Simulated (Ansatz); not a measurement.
A structure relaxed at PBE0-D4/def2-TZVP, charge 0, multiplicity 1:

Cartesian coordinates in Å:
```
C 0.2507 -1.6896 1.2049
N 0.1449 -0.7431 0.1178
C -0.9358 -1.0549 -0.7891
Ge 0.4988 1.0042 0.4833
C 0.5338 2.0654 -1.1346
Cl -1.0757 1.8591 1.7431
H 1.0881 -1.4317 1.8572
H 0.4359 -2.6946 0.8076
H -0.6590 -1.7364 1.8222
H -0.9650 -0.3431 -1.6166
H -0.7838 -2.0519 -1.2190
H -1.9217 -1.0502 -0.3000
H 1.7684 1.0444 1.3441
H -0.4648 2.1222 -1.5676
H 0.8646 3.0762 -0.8950
H 1.2206 1.6239 -1.8582
```

Problem. Give its formula and SMILES.

Solution. C3H10ClGeN, `C[N](C)[GeH]([CH3])[Cl]`.

Problem. Point group (tolerance 0.08 Å, 0.16 Å for H)?

Solution. C1.

Problem. Summarise the bond lengths by kind.

Solution. 2 × C–N 1.445 Å; 9 × C–H 1.090 to 1.101 Å; 1 × Ge–N 1.820 Å; 1 × C–Ge 1.935 Å; 1 × Cl–Ge 2.190 Å; 1 × Ge–H 1.534 Å.

All numbers were calculated with Ansatz.
